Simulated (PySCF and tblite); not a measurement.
C₅H₇NSSi, numbered as in [N:1]#[C:2][Si@@H:3]1[CH:4]=[CH:5][CH2:6][CH2:7][S:8]1.

The ensemble was built from 150 distance-geometry starts (ETKDG and KDG, MMFF94s, GFN2-xTB) and rests on GFN2-xTB geometries. Energies: PBE0-D3(BJ)/def2-SVP, with GFN2-xTB thermal terms (modes under about 100 cm⁻¹ blended into free rotors). Symmetry numbers and mirror images are counted. Conformers within 2.5 kcal/mol (GFN2-xTB free energy) were kept, 4 at most. GIAO shieldings: wB97X-D/pcSseg-1. Shifts are against TMS (¹H), TMS (¹³C), TMS (²⁹Si), NH3 (¹⁵N) at the same level; of two unlike H on one atom, a is the less shielded. Codes: tblite and PySCF.

The 6-ring runs over atoms 3–4–5–6–7–8.

```
conformer                                                        shape  symmetry  E(GFN2) kcal/mol  E(DFT) kcal/mol
        1    6-ring half-chair (ring torsions 2, 28, -69, 65, -32, 5°)        C1              0.00             0.00
        2  6-ring half-chair (ring torsions -2, -27, 69, -66, 34, -6°)        C1              0.13             1.07
```

(1) How much do the weights at 298.15 K and the averaged shift of H7a depend on how the conformers are weighted?

## Answers

(1) 
| weighting | 1 (%) | 2 (%) | δ (ppm) | rms dipole (D) |
| --- | --- | --- | --- | --- |
| DFT energy with thermal terms, symmetry and mirror images (full scheme) | 86 | 14 | 2.77 | 4.60 |
| DFT energy with symmetry and mirror images | 86 | 14 | 2.77 | 4.60 |
| bare DFT energy | 86 | 14 | 2.77 | 4.60 |
| GFN2-xTB energy with symmetry and mirror images | 56 | 44 | 2.71 | 4.85 |
| GFN2-xTB free energy | 55 | 45 | 2.71 | 4.85 |
| leading conformer alone | 100 | 0 | 2.80 | 4.48 |
| equal weights | 50 | 50 | 2.70 | 4.89 |

The largest departure from the full scheme, 0.07 ppm, comes with: equal weights.


¹⁵N shifts are against a computed isolated NH3 molecule, about 20 ppm from the liquid.

Conformer gaps in def2-SVP on xTB geometries can be 2 kcal/mol too large for S=O, P=O and other polar bonds.